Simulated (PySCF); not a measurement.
Gas-phase reaction: Ge2H6 + 6 F ⇌ 2 GeH2F2 + 2 HF

Energies from PySCF, thermal terms from the rigid-rotor harmonic-oscillator model, ideal gas at 1 bar. † marks an energy on the PBE0/def2-TZVP geometry and frequencies; other levels use their own. 6-31G* has spherical d functions here. Open shells (unrestricted): F (multiplicity 2); the rest are closed-shell singlets. Spin-orbit splitting is ignored; it lowers the true energy and changes the entropy of F. Ge: all electrons, no relativistic terms. GeH2F2: computed as isolated molecules; such fragments, hydroxides, amides, oligomers or adducts are transient or little studied in the gas.

r2SCAN/def2-TZVP† gives ΔH°(298 K) = -2246 kJ.

Question: What do LDA/def2-TZVP†, HF/6-31G*, PBE/def2-TZVP† give?

Answer: LDA/def2-TZVP†: -2705 kJ; HF/6-31G*: -1397 kJ; PBE/def2-TZVP†: -2333 kJ. For scale, ΔH°(298 K) is -2246 kJ at this level, -2253 kJ at ωB97M-V/def2-TZVP†, and runs from -2705 to -1397 kJ over the 19 levels computed.
